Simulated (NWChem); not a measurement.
System: MgNH3S; SMILES [NH2][Mg][SH]

NWChem input:

```
start job
memory heap 200 mb stack 900 mb global 1100 mb
geometry units angstroms noautoz
  Mg     0.150849    -0.374197    -0.183014
  N      0.441618    -2.216127     0.162852
  H     -0.102967    -3.000086    -0.209220
  H      1.170903    -2.615528     0.761386
  S     -0.194388     1.884243    -0.603818
  H     -1.044541     2.001650     0.457062
end
basis spherical
  * library 6-31+g*
end
dft
  xc xpbe96 cpbe96
  iterations 150
  vectors input atomic output neutral.movecs
end
task dft energy
charge 1
dft
  odft
  mult 2
  vectors input atomic output cation.movecs
end
task dft energy
charge -1
dft
  odft
  mult 2
  vectors input atomic output anion.movecs
end
task dft energy
```

Geometry: optimised at PBE-D3(BJ)/def2-SVP.

Ions are spin-unrestricted doublets at the neutral geometry; other ion states weren't tried.

Task: What results follow from this input? (PBE/6-31+G* (spherical d), vertical spin-unrestricted ions.) Quantities: vertical ionisation energy, ΔSCF (eV); −ε(HOMO) (eV).

Result: 
```
Property                               Value
-------------------------------------  -----
vertical ionisation energy, ΔSCF (eV)   8.30
−ε(HOMO) (eV)                           5.14
```
